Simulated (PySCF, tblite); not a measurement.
Isomers of C7H11NO. Method: GFN2-xTB as coded in tblite; computed harmonic values from a numerical Hessian at the method's own geometry, unscaled. The method is semi-empirical: single wavenumbers can be off by several per cent or more. One conformer each.

Electronic energies: PBE0/pcSseg-1 single points on the GFN2-xTB geometries (PySCF, gas phase).

```
                SMILES  electronic energy, lowest = 0 (kJ/mol)
       C#CCN(C)C(=O)CC                                   127.0
   C=C1CC[C@H]1NC(C)=O                                    30.0
           COCc1cccn1C                                    30.4
 CO[C@@H]1CCC[C@H]1C#N                                    35.6
   CC(=O)[C@H]1C=NCCC1                                     0.0
CC[C@@H]1C=C[C@H]1NC=O                                    64.0
      C=C=CCC(=O)N(C)C                                   111.0
```

Problem. How do GFN2-xTB zero-point energies change the relative energies?

Solution. 
```tsv
SMILES	ZPE (kJ/mol)	of it from modes above 1550 cm⁻¹	electronic (kJ/mol)	with ZPE, lowest = 0 (kJ/mol)	lowest mode (cm⁻¹)	rings
CC(=O)[C@H]1C=NCCC1	441.4	217.7	0.0	0.0	48	1
C=C1CC[C@H]1NC(C)=O	436.0	223.2	30.0	24.6	40	1
COCc1cccn1C	438.7	207.7	30.4	27.7	57	1
CO[C@@H]1CCC[C@H]1C#N	442.3	209.9	35.6	36.4	35	1
CC[C@@H]1C=C[C@H]1NC=O	437.7	220.6	64.0	60.3	41	1
C=C=CCC(=O)N(C)C	429.2	220.9	111.0	98.7	40	0
C#CCN(C)C(=O)CC	430.4	222.9	127.0	116.0	38	0
```

The zero-point energies span 13.1 kJ/mol, from `C=C=CCC(=O)N(C)C` to `CO[C@@H]1CCC[C@H]1C#N`. The order is unchanged.

Problem. And how do the electronic energies of GFN2-xTB itself compare?

Solution. `CC(=O)[C@H]1C=NCCC1` 25.5; `C=C1CC[C@H]1NC(C)=O` 54.4; `COCc1cccn1C` 0.0; `CO[C@@H]1CCC[C@H]1C#N` 60.6; `CC[C@@H]1C=C[C@H]1NC=O` 108.2; `C=C=CCC(=O)N(C)C` 140.2; `C#CCN(C)C(=O)CC` 134.9 kJ/mol, lowest = 0. Against the energies above, taken from the same isomer `CC(=O)[C@H]1C=NCCC1`, the largest difference is 55.9 kJ/mol.

Problem. What do entropy and thermal enthalpy add at 298.15 K and 1 bar (rigid rotor, harmonic oscillator, one conformer each)?

Solution. 
```json
{"SMILES": "CC(=O)[C@H]1C=NCCC1", "point group": "C1", "symmetry number": "1", "S (J/(mol K))": "389.8", "H − H(0) (kJ/mol)": "26.00", "ZPE + H − H(0) − TS (kJ/mol)": "351.2"}
{"SMILES": "C=C1CC[C@H]1NC(C)=O", "point group": "C1", "symmetry number": "1", "S (J/(mol K))": "415.6", "H − H(0) (kJ/mol)": "28.56", "ZPE + H − H(0) − TS (kJ/mol)": "340.6"}
{"SMILES": "COCc1cccn1C", "point group": "C1", "symmetry number": "1", "S (J/(mol K))": "399.1", "H − H(0) (kJ/mol)": "27.44", "ZPE + H − H(0) − TS (kJ/mol)": "347.1"}
{"SMILES": "CO[C@@H]1CCC[C@H]1C#N", "point group": "C1", "symmetry number": "1", "S (J/(mol K))": "397.9", "H − H(0) (kJ/mol)": "26.77", "ZPE + H − H(0) − TS (kJ/mol)": "350.4"}
{"SMILES": "CC[C@@H]1C=C[C@H]1NC=O", "point group": "C1", "symmetry number": "1", "S (J/(mol K))": "402.8", "H − H(0) (kJ/mol)": "27.66", "ZPE + H − H(0) − TS (kJ/mol)": "345.3"}
{"SMILES": "C=C=CCC(=O)N(C)C", "point group": "C1", "symmetry number": "1", "S (J/(mol K))": "431.6", "H − H(0) (kJ/mol)": "31.33", "ZPE + H − H(0) − TS (kJ/mol)": "331.8"}
{"SMILES": "C#CCN(C)C(=O)CC", "point group": "C1", "symmetry number": "1", "S (J/(mol K))": "435.0", "H − H(0) (kJ/mol)": "31.66", "ZPE + H − H(0) − TS (kJ/mol)": "332.4"}
```
